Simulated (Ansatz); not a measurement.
Ansatz (a first-principles code) job for Sn(H)3(SH) (H₄SSn), SMILES [SnH3][SH], B3LYP-D3(BJ)/def2-TZVP. 

Ansatz 0.2 input:
```yaml
crystal:
  periodic: [false, false, false]
  atoms:
    - {symbol: Sn, position_ang: [0.00081260, -0.55867403, -0.00000000]}
    - {symbol: S, position_ang: [-0.08095469, 1.82908068, 0.00000000]}
    - {symbol: H, position_ang: [0.79815618, -1.11784852, -1.36281944]}
    - {symbol: H, position_ang: [-1.57392853, -1.09123046, 0.00000000]}
    - {symbol: H, position_ang: [0.79815618, -1.11784853, 1.36281944]}
    - {symbol: H, position_ang: [1.23226123, 1.99533839, -0.00000000]}
basis:
  gaussian:
    orbitals: def2-TZVP
hamiltonian:
  xc: b3lyp
  dispersion: d3bj
relax: {f_tol: 0.002, max_steps: 200}
```

Program output:

```
WARN ansatz: RAYON_NUM_THREADS=1 ignored (pool sized by the plan → 1); use --threads N
Functional definition: B3LYP
integrals: 0.04 GiB planned
879 factors; their error is unknown
mean field: 0.36 GiB planned
mean field evaluation 1: about -16734.0509 eV, gradient 1.9e1 eV
mean field evaluation 2: about -16734.1030 eV, gradient 2.0e1 eV
mean field evaluation 4: about -16735.0266 eV, gradient 7.0e-1 eV
mean field evaluation 8: about -16735.1055 eV, gradient 1.6e-1 eV
mean field evaluation 16: about -16735.1055 eV, gradient 1.1e-5 eV
mean field -16735.10554517 eV, -615.0037853231 hartree, gradient 1.1e-5 eV, S^2 0.000000; 0 other end points of the search recorded, 0 dependent functions left out
the calculation of the forces begins
reference -16735.10580295 eV, -615.0037947964 hartree; 21, 21 occupied and 90, 90 virtual orbitals, 879 factors
relax step   1: F+E_penalty+E_count = -16735.31741936 eV  Δ(F+E_penalty+E_count) = +0.000e0 eV  max|allowed force component| = 6.669e-1 eV/Å  Δτ_max = 0.0000 Å  (28 SCF iters, accepted)
these checks for a lower state are left out or cut short: starts, cluster_reference, orbital_swaps, neighbouring_geometries, increment
integrals: 0.04 GiB planned
879 factors; their error is unknown
mean field: 0.36 GiB planned
mean field -16735.14022115 eV, -615.0050596416 hartree, gradient 1.4e-5 eV, S^2 0.000000; 0 other end points of the search recorded, 0 dependent functions left out
the calculation of the forces begins
reference -16735.14048088 eV, -615.0050691866 hartree; 21, 21 occupied and 90, 90 virtual orbitals, 879 factors
relax step   2: F+E_penalty+E_count = -16735.35078504 eV  Δ(F+E_penalty+E_count) = -3.337e-2 eV  max|allowed force component| = 2.681e-1 eV/Å  Δτ_max = 0.0799 Å  (29 SCF iters, accepted)
these checks for a lower state are left out or cut short: starts, cluster_reference, orbital_swaps, neighbouring_geometries, increment
integrals: 0.04 GiB planned
879 factors; their error is unknown
mean field: 0.36 GiB planned
mean field evaluation 32: about -16735.1234 eV, gradient 1.9e-5 eV
mean field -16735.12336913 eV, -615.0044403414 hartree, gradient 1.9e-5 eV, S^2 0.000000; 0 other end points of the search recorded, 0 dependent functions left out
the calculation of the forces begins
reference -16735.12362891 eV, -615.0044498882 hartree; 21, 21 occupied and 90, 90 virtual orbitals, 879 factors
relax step   3: F+E_penalty+E_count = -16735.33177319 eV  Δ(F+E_penalty+E_count) = +1.901e-2 eV  max|allowed force component| = 7.349e-1 eV/Å  Δτ_max = 0.1988 Å  (30 SCF iters, rejected (line search))
these checks for a lower state are left out or cut short: starts, cluster_reference, orbital_swaps, neighbouring_geometries, increment
integrals: 0.04 GiB planned
879 factors; their error is unknown
mean field: 0.36 GiB planned
mean field -16735.15686653 eV, -615.0056713482 hartree, gradient 1.3e-5 eV, S^2 0.000000; 0 other end points of the search recorded, 0 dependent functions left out
the calculation of the forces begins
reference -16735.15712663 eV, -615.0056809068 hartree; 21, 21 occupied and 90, 90 virtual orbitals, 879 factors
relax step   4: F+E_penalty+E_count = -16735.36626797 eV  Δ(F+E_penalty+E_count) = -1.548e-2 eV  max|allowed force component| = 9.055e-2 eV/Å  Δτ_max = 0.0994 Å  (30 SCF iters, accepted)
these checks for a lower state are left out or cut short: starts, cluster_reference, orbital_swaps, neighbouring_geometries, increment
integrals: 0.04 GiB planned
879 factors; their error is unknown
mean field: 0.36 GiB planned
mean field -16735.13174911 eV, -615.0047483001 hartree, gradient 1.3e-5 eV, S^2 0.000000; 0 other end points of the search recorded, 0 dependent functions left out
the calculation of the forces begins
reference -16735.13200643 eV, -615.0047577563 hartree; 21, 21 occupied and 90, 90 virtual orbitals, 879 factors
relax step   5: F+E_penalty+E_count = -16735.34317963 eV  Δ(F+E_penalty+E_count) = +2.309e-2 eV  max|allowed force component| = 4.437e-1 eV/Å  Δτ_max = 0.0978 Å  (29 SCF iters, rejected (line search))
these checks for a lower state are left out or cut short: starts, cluster_reference, orbital_swaps, neighbouring_geometries, increment
integrals: 0.04 GiB planned
879 factors; their error is unknown
mean field: 0.36 GiB planned
mean field -16735.15948848 eV, -615.0057677032 hartree, gradient 1.2e-5 eV, S^2 0.000000; 0 other end points of the search recorded, 0 dependent functions left out
the calculation of the forces begins
reference -16735.15974788 eV, -615.0057772359 hartree; 21, 21 occupied and 90, 90 virtual orbitals, 879 factors
relax step   6: F+E_penalty+E_count = -16735.36956199 eV  Δ(F+E_penalty+E_count) = -3.294e-3 eV  max|allowed force component| = 6.976e-3 eV/Å  Δτ_max = 0.0311 Å  (30 SCF iters, accepted)
these checks for a lower state are left out or cut short: starts, cluster_reference, orbital_swaps, neighbouring_geometries, increment
integrals: 0.04 GiB planned
879 factors; their error is unknown
mean field: 0.36 GiB planned
mean field evaluation 64: about -16735.1595 eV, gradient 1.1e-5 eV
mean field -16735.15949448 eV, -615.0057679237 hartree, gradient 1.1e-5 eV, S^2 0.000000; 0 other end points of the search recorded, 0 dependent functions left out
the calculation of the forces begins
reference -16735.15975387 eV, -615.0057774561 hartree; 21, 21 occupied and 90, 90 virtual orbitals, 879 factors
relax step   7: F+E_penalty+E_count = -16735.36956947 eV  Δ(F+E_penalty+E_count) = -7.483e-6 eV  max|allowed force component| = 5.182e-4 eV/Å  Δτ_max = 0.0018 Å  (23 SCF iters, accepted)
integrals: 0.04 GiB planned
879 factors; their error is unknown
mean field: 0.36 GiB planned
mean field -16735.15949448 eV, -615.0057679237 hartree, gradient 1.1e-5 eV, S^2 0.000000; 1 other end points of the search recorded, 0 dependent functions left out
the calculation of the forces begins
reference -16735.15975387 eV, -615.0057774561 hartree; 21, 21 occupied and 90, 90 virtual orbitals, 879 factors
Total energy: -16735.36982886 eV, -615.0134975695 hartree
Atom 0 at     0.006664    -0.582536    -0.000000 Å, force    -0.000298    -0.000251    -0.000000 eV/Å
Atom 1 at    -0.095768     1.844415    -0.000000 Å, force     0.000068     0.000518    -0.000000 eV/Å
Atom 2 at     0.824356    -1.120733    -1.402363 Å, force    -0.000056     0.000095    -0.000175 eV/Å
Atom 3 at    -1.624379    -1.081393    -0.000000 Å, force     0.000245    -0.000284     0.000000 eV/Å
Atom 4 at     0.824356    -1.120733     1.402363 Å, force    -0.000056     0.000095     0.000175 eV/Å
Atom 5 at     1.239273     1.999798     0.000000 Å, force     0.000096    -0.000173     0.000000 eV/Å
Dipole moment:     0.161053    -0.274804    -0.000000 e Å
```

The calculation finished and met its thresholds.
